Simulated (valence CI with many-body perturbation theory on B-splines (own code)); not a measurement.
# Sm⁵⁺: calculated level list

Calculated by valence CI with perturbative core correlation (CI+MBPT): three valence electrons over a frozen Dirac-Fock core [Xe], radial functions for each j: 8 s, 8 p, 9 d, 9 f, 6 g, 3 h, 2 i, with the one-electron correlation potential Σ1, the two-electron term Σ2, the three-electron term Σ3, Breit, model QED; the open f shell's mean field enters the energy denominators; selected CI, second order for the rest, scaled by the run's own slope (own B-spline code, finite nucleus).

With an open or low-lying f shell, different configurations can be misplaced against each other by up to about 5,000 cm⁻¹. No measured levels were compared; by estimate terms of the open shell hold to a few per cent of their energy, and close levels can change places. Core correlation moves these levels by up to 2500 cm⁻¹, and in measured spectra 5 to 20 % of such shifts remained as error; rates that hang on mixing are uncertain with them. Only levels of the ground parity were solved; by the run's estimate the other parity begins above the list, which can be wrong where configurations are misplaced.

Levels 1 to 41 of 41, with energies above the lowest level, 4f3 4I°_9/2. "Leading %" is the weight of the configuration and term that name the level; weights of strongly mixed levels are sums over their largest components and can fall short. Lifetimes count E1, E2, E3, M1 and M2 decay at the calculated energies, and are blank where another channel may lead or the interval is too uncertain; long ones can be off by a factor of two.

```csv
No.,Configuration,Term,J,E (cm⁻¹),Leading %,g,Second component,Lifetime
1,4f3,4I°,9/2,0.0,95,0.734,4 % 4f3 2H°,
2,4f3,4I°,11/2,3096,98,0.966,,808 ms
3,4f3,4I°,13/2,6296,99,1.106,,634 ms
4,4f3,4I°,15/2,9538,98,1.197,,915 ms
5,4f3,4F°,3/2,15412,91,0.439,7 % 4f3 2D°,
6,4f3,2H°,9/2,16917,60,1.005,22 % 4f3 2G°,151 ms
7,4f3,4F°,5/2,17187,97,1.032,,4.44 s
8,4f3,4F°,7/2,18673,89,1.201,10 % 4f3 2G°,5.20 s
9,4f3,4S°,3/2,18898,92,1.936,7 % 4f3 2P°,15.7 s
10,4f3,4F°,9/2,20745,74,1.227,22 % 4f3 2H°,337 ms
11,4f3,2H°,11/2,22301,91,1.101,7 % 4f3 4G°,163 ms
12,4f3,4G°,5/2,23380,98,0.576,,10.1 s
13,4f3,2G°,7/2,23648,52,0.953,40 % 4f3 4G°,422 ms
14,4f3,2K°,13/2,26209,98,0.935,,166 ms
15,4f3,4G°,7/2,26469,58,0.955,38 % 4f3 2G°,457 ms
16,4f3,4G°,9/2,27269,78,1.149,10 % 4f3 2G°,253 ms
17,4f3,2D°,3/2,28983,49,1.050,37 % 4f3 2P°,105 ms
18,4f3,2K°,15/2,29330,91,1.059,7 % 4f3 2L°,114 ms
19,4f3,2G°,9/2,29831,64,1.130,18 % 4f3 4G°,142 ms
20,4f3,4G°,11/2,30319,90,1.254,10 % 4f3 2H°,448 ms
21,4f3,2P°,1/2,32019,90,0.598,10 % 4f3 4D°,276 ms
22,4f3,2D°,5/2,33016,97,1.194,,162 ms
23,4f3,2P°,3/2,36859,52,1.100,43 % 4f3 2D°,85.7 ms
24,4f3,4D°,3/2,38404,79,1.125,19 % 4f3 2D°,1.08 s
25,4f3,4D°,5/2,38514,75,1.318,21 % 4f3 2D°,420 ms
26,4f3,2I°,11/2,39301,80,0.957,18 % 4f3 2H°,314 ms
27,4f3,4D°,1/2,39508,90,0.063,10 % 4f3 2P°,934 ms
28,4f3,2L°,15/2,40388,93,0.949,7 % 4f3 2K°,184 ms
29,4f3,2I°,13/2,41666,98,1.074,,279 ms
30,4f3,4D°,7/2,42142,98,1.423,,868 ms
31,4f3,2L°,17/2,42592,100,1.058,,425 ms
32,4f3,2H°,9/2,44279,97,0.913,,184 ms
33,4f3,2D°,3/2,46171,80,0.879,18 % 4f3 4D°,117 ms
34,4f3,2H°,11/2,46731,79,1.061,19 % 4f3 2I°,114 ms
35,4f3,2D°,5/2,47358,53,1.159,24 % 4f3 4D°,87.0 ms
36,4f3,2F°,5/2,53376,72,0.944,25 % 4f3 2D°,
37,4f3,2F°,7/2,55206,97,1.144,,
38,4f3,2G°,9/2,64522,99,1.108,,
39,4f3,2G°,7/2,66024,98,0.892,,
40,4f3,2F°,7/2,91330,98,1.140,,
41,4f3,2F°,5/2,93018,100,0.856,,
```

Names give the largest LS component (configuration and term), which can be under half, so a name can repeat, a term be missing and a line seem to break the LS rules; names also repeat where a configuration has a term twice.

Where two levels of one J and parity lie close, their mixing, g and order are uncertain.

The ionisation energy to 4f2 3H_4 of the next ion comes out as 86.435 eV (NIST: 87 ± 4 eV (theoretical)). All 41 levels together are meant to be complete up to 96734 cm⁻¹.
